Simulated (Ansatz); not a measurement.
`C=[N][SbH2]` + HI → `[SbH2][I]` + `C=N` at 500 K and 1 bar (ligand exchange at the Sb–N bond).

Computed with Ansatz on PBE0-D4/def2-TZVP structures; ΔE is electronic, products minus reactants. CCSD(T)/CBS is the MP2 limit (def2-TZVPP, def2-QZVPP) plus CCSD(T) − MP2 in def2-TZVPP, frozen cores. This one scheme is used for every species. Elements past krypton have def2 core potentials. For I, Sb outer-core shells are correlated without core-valence functions, which leaves a few kJ/mol of doubt a bond.

```
      species  CCSD(T)/CBS energy (Eh)  H − E (kJ/mol)  S (J/(mol·K))
`C=[N][SbH2]`               -335.12055           145.6          342.6
           HI               -298.03592            28.6          221.6
  `[SbH2][I]`               -538.67582            60.7          328.0
        `C=N`                -94.52360           124.2          249.5
```

H − E and S are ideal-gas, rigid-rotor, harmonic terms from PBE0-D4/def2-TZVP, for one conformer and one mirror image of each species. 1 Eh = 2625.50 kJ/mol, R = 8.31446 J/(mol·K).

By hand: ΔE, ΔH, ΔS and ΔG.

ΔE = (-538.67582) + (-94.52360) − (-335.12055) − (-298.03592) = -0.04295 Eh = -112.8 kJ/mol. Δ(H − E) = 60.7 + 124.2 − 145.6 − 28.6 = 10.7, so ΔH = -102.1 kJ/mol. ΔS = 328.0 + 249.5 − 342.6 − 221.6 = 13.3 J/(mol·K). ΔG = -102.1 − 500 × (13.3)/1000 = -108.8 kJ/mol.

By hand: the equilibrium constant, and the temperature at which ΔG would vanish if ΔH and ΔS stayed fixed.

log₁₀ K = −ΔG/(RT ln 10) = 11.4. ΔH and −TΔS have one sign here, so there is no such temperature.

The number of gas molecules stays the same, so ΔS is small and ΔH decides. A doubt of 5 kJ/mol in ΔE shifts log₁₀ K by 0.5 here. Other conformers and mirror images would add mixing entropy, several J/(mol·K) or more a flexible species. These are equilibria of isolated gas molecules and say nothing of rates. Largest T1 diagnostic: 0.015 (customary marks: 0.02 for closed shells, 0.045 for open ones).
